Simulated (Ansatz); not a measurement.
H$_{5}$NOSiSn, SMILES `[NH2][SnH]1[O][SiH2]1`. Total charge 0; spin multiplicity 1. Correlated methods include outer-core shells of Sn, which these sets cover unevenly. Sn: def2 effective core potential.

```tsv
atom	x (Å)	y (Å)	z (Å)
N1	-1.8154	0.5520	0.9341
Sn2	-0.1426	0.8887	-0.1253
O3	1.4005	-0.5357	0.4797
Si4	1.2308	-0.9269	-1.0689
H5	-1.7893	0.8487	1.8999
H6	-2.1940	-0.3828	0.8822
H7	0.4174	2.3861	0.4764
H8	2.3152	-0.6200	-2.0380
H9	0.5774	-2.2101	-1.4402
```

**Question.** Give the diagnostics of a CCSD(T)/def2-TZVPP run (frozen core, Ansatz). (Best estimate.)

**Answer.** Computed: T1 = 0.0163, largest single amplitude 0.025, largest double 0.069, (T) share of the correlation energy 3.7 %, 12 CCSD cycles. The RHF solution is stable towards an unrestricted one. T1 lies under the customary mark of 0.02 for closed shells.
